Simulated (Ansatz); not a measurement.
This geometry of BClH2 + BrH (6 atoms, charge 0, multiplicity 1) is a first-order saddle point.

Method: RKS PBE-D4/def2-SVP in Ansatz.

```xyz
6
Properties=species:S:1:pos:R:3
B -0.114 -0.171 0.089
H -0.077 0.278 1.292
H 0.952 -0.060 -0.465
Cl -1.654 0.165 -0.707
Br -0.016 -2.400 0.822
H -0.088 -0.872 1.423
```

Question: Which two structures does it join? (They come from a converged band through this point; their orientation in space is the band's.)

Answer: Bonds broken: B1–H2, Br5–H6. Bonds formed: B1–Br5, H2–H6. BClH2 + BrH becomes BBrClH + H2.

Image 0:

```xyz
6
Properties=species:S:1:pos:R:3
B 0.010 0.252 -0.100
H 0.204 0.766 0.979
H 0.902 -0.047 -0.863
Cl -1.646 0.224 -0.711
Br 0.290 -2.278 1.106
H -0.757 -1.978 2.043
```

Image 8:

```xyz
6
Properties=species:S:1:pos:R:3
B 0.002 -0.693 -0.613
H -0.492 0.392 2.365
H 1.029 -0.057 -0.570
Cl -1.505 0.110 -0.984
Br 0.063 -2.571 -0.282
H -0.094 -0.242 2.539
```

Question: How far does it lie above each of them?

Answer: 26.2 kJ/mol above the first and 86.5 kJ/mol above the second. This is the barrier of this one path; another mechanism may lie lower. The orbitals stay closed-shell, which can raise the energy where a bond breaks towards radicals; this wasn't checked here.

Time of the run: 3.4 min on 1 thread of Intel(R) Xeon(R) Platinum 8259CL CPU @ 2.50GHz (Skylake/Cascade Lake), on a shared host, peak memory 0.16 GiB.
